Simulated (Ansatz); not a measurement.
Calibrating PBE-D4/def2-TZVPP on molecular compounds of Al

The vertical ionisation energy (cation less neutral) in eV of 8 molecular compounds of Al: x at PBE-D4/def2-TZVPP, y at CCSD(T)/def2-TZVPP. Shapes, held fixed at every level: PBE0-D4/def2-TZVP. Flexible molecules stand in one conformer, not always the lowest. Programs: Ansatz 0.2.0.

```
                                      molecule  x (eV)  y (eV)
                                 Se(AlH2)(CH3)    9.00    9.03
                   CH6AlN (SMILES C[NH][AlH2])    9.05       ?
        C2H7AlOS (SMILES C[CH2][Al]([OH])[SH])    9.26    9.89
AlSi2NH7Cl (SMILES [SiH3][N]([SiH3])[AlH][Cl])    9.47   10.09
          C3H8AlClO (SMILES CC(C)[O][AlH][Cl])    9.88   10.62
                                    AlH(NH2)Cl    9.96   10.26
                                     Al(SH)Cl2   10.21   10.54
                C2H2AlF (SMILES C#[C][AlH][F])   10.70   11.16
```

Question: Fit y = c + s·x to the known rows and predict y for CH6AlN.

Answer: 
1. Means of the 7 rows: x = 9.7829, y = 10.227.
2. Σ(Δx)² = 2.0485, Σ(Δx·Δy) = 2.1896, so the slope is 2.1896/2.0485 = 1.0689.
3. Intercept: 10.227 − (1.0689) × 9.7829 = -0.230. The largest residual of the fit is 0.36.
4. CH6AlN: -0.230 + 1.0689 × 9.05 = 9.44 eV.

CCSD(T)/def2-TZVPP gives 9.17 eV, so the prediction is off by +0.27 eV, within the largest residual. Uncorrected, PBE-D4/def2-TZVPP misses it by -0.12 eV, and the other rows by 0.44 on average. The line makes this one worse. Left out in turn, the other rows are missed by 0.29 eV on average. Cations run unrestricted. Relativity is left out for Se. Outer-core shells of Se are correlated, in sets that cover them unevenly.
